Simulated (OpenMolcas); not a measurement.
**Cr3+: ligand-field states by method**

Cr3+ with 6 ligands (fluoride) in octahedral coordination (Oh) at 1.83 Å. A charge of +0.5 e stands 2.4 Å behind each ligand. Ligand basis ANO-RCC-VDZP.
```
Cr    0.0000    0.0000    0.0000
F     1.8300    0.0000    0.0000
F     0.0000    1.8300    0.0000
F    -1.8300    0.0000    0.0000
F     0.0000   -1.8300    0.0000
F     0.0000    0.0000    1.8300
F     0.0000    0.0000   -1.8300
```

```json
{
 "Program": "OpenMolcas 26.06",
 "Basis": "ANO-RCC-VDZP [5s4p2d1f]",
 "Scalar Hamiltonian": "DKH2, point nucleus",
 "Active space": "3 electrons in 5 orbitals (3d)",
 "State averaging": "2S+1 = 4 even, 10 roots; 2S+1 = 2 even, 40 roots",
 "Spin-orbit coupling": "RASSI with atomic mean-field integrals over the reference wave functions"
}
```

I. CASSCF
II. SS-CASPT2, IPEA 0.25 Eh, imaginary shift 0.1 Eh (closed shells correlated: 3s 3p and the ligand valence shells)
III. SS-CASPT2, IPEA 0.25 Eh, imaginary shift 0.1 Eh (closed shells correlated: the ligand valence shells only)

Spin-free states (labels of O, the rotations of Oh) in cm-1, each column counted from its own energy of the first state listed:

```
State  Degeneracy      I     II    III
  4A2           1      0      0      0
  4T2           3  17777  19420  19000
   2E           2  19448  15580  17130
  2T1           3  20411  16530  18010
  4T1           3  27090  26990  27480
  2T2           3  28277  23220  24860
  2A1           1  33910  30910  32470
  2T2           3  36939  34800  35860
  2T1           3  37844  35640  36610
   2E           2  40035  36300  37920
  4T1           3  42217  42160  42760
  2T1           3  44329  41050  42400
  2T2           3  52061  47510  49700
  2A2           1  54672  48310  51130
  2T1           3  55005  55280  55570
  2T2           3  58317  55850  56980
   2E           2  63242  59060  61050
  2T1           3  66084  63010  64510
   2E           2  85068  80710  81560
  2T2           3  86831  80530  82370
```

From I to II, I's first state of the same spin (4T2) moves from 17777 to 19420 cm-1, by about +1600 cm-1.

From I to II, I's first state of another spin (2E) moves from 19448 to 15580 cm-1, by about -3900 cm-1.

I: A least-squares ligand-field fit to the states below 45000 cm-1, each weighted by its degeneracy and with a free common offset, gives 10Dq = 17664 cm-1, B = 1061 cm-1 and C = 3922 cm-1 (C/B = 3.70), with an rms deviation of 66 cm-1. The same method and metal basis give the free ion B = 1151 cm-1 (fit to its terms below 60000 cm-1, rms deviation 60 cm-1), so the nephelauxetic ratio is β = 1061 / 1151 = 0.92; it hangs on how both fits weigh the states, and computed free-ion B values tend to be too large, so β mixes covalency with correlation.

II: A least-squares ligand-field fit to the states below 45000 cm-1, each weighted by its degeneracy and with a free common offset, gives 10Dq = 19005 cm-1, B = 829 cm-1 and C = 3173 cm-1 (C/B = 3.83), with an rms deviation of 377 cm-1. The same method and metal basis give the free ion B = 1002 cm-1 (fit to its terms below 60000 cm-1, rms deviation 529 cm-1), so the nephelauxetic ratio is β = 829 / 1002 = 0.83; it hangs on how both fits weigh the states, and computed free-ion B values tend to be too large, so β mixes covalency with correlation.

III: A least-squares ligand-field fit to the states below 45000 cm-1, each weighted by its degeneracy and with a free common offset, gives 10Dq = 18812 cm-1, B = 913 cm-1 and C = 3412 cm-1 (C/B = 3.74), with an rms deviation of 222 cm-1. 

From I to II, 10Dq changes by +8 %, B by -22 % and C by -19 %.

χT at 300 K: I 1.84, II 1.84, III 1.84 cm3 K/mol.

Roots that are degenerate in the reference are averaged as groups; the widest CASPT2 spread within a group is 830 cm-1 (the 3-fold group of multiplicity 2 near 80500 cm-1 above the lowest state of its run, II). Shifts and gaps below about the spread of the groups concerned are not significant. Over all roots computed the reference weight is 0.71 to 0.72 in II, 0.74 in III; a low but even weight reflects the number of correlated electrons. Ligand-to-metal charge-transfer states are missing. With no ligand orbital active B as a rule stays too high, so bands that hang on it stand too high and its fall with covalency is understated. Without dynamic correlation the repulsion within the d shell is too large (B by tens of per cent), so at a given field states of lower spin stand too high (holds for I). With metal d orbitals alone and no dynamic correlation the field as a rule comes out too small, by tens of per cent, by up to half for chloride and softer ligands (holds for I). With one d shell and no ligand orbital active, 10Dq can be off by a tenth or more (holds for II; III). The distance lies 5 % under the 1.93 Å that this model takes as the normal distance (a Shannon-type radius plus a fixed donor radius); by an R⁻⁵ law this alone changes a d-shell field by about +30 %. No measured value stands beside these numbers; the geometry is a model, was not optimised and need not be the one that this ion takes.
